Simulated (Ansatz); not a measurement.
# Telling isomers of C2H3Sn− apart by their spectra

These gas-phase data were calculated for one isomer of C2H3Sn− at PBE0-D3(BJ)/def2-SVPD (harmonic, unscaled wavenumbers; equilibrium rotational constants with average atomic masses):

* rotational constants: 100.4, 2.782, 2.759 GHz
* all wavenumbers above 1500 cm⁻¹: 3021, 2986, 1696, 1566

Candidates:

(1) `C#[C][SnH2-]`, a singlet
(2) `C=[C]=[SnH-]`, a singlet

Task: Assign the data to one candidate and say why.

Result: Candidate (2). No mode falls between 3300 and 3560 cm⁻¹, where the ≡C–H stretch of (1) would stand.

The same quantities for all candidates:

```
     rotational constants (GHz)  wavenumbers above 1500 cm⁻¹  E above the lowest, PBE0-D3(BJ)/def2-SVPD (kcal/mol)
(1)         77.42, 2.677, 2.674       3449, 2063, 1606, 1606                                                   0.0
(2)         100.4, 2.782, 2.759       3021, 2986, 1696, 1566                                                   2.4
```

Each candidate is one conformer. Atoms past krypton carry core potentials. Programs: Ansatz 0.2.0.
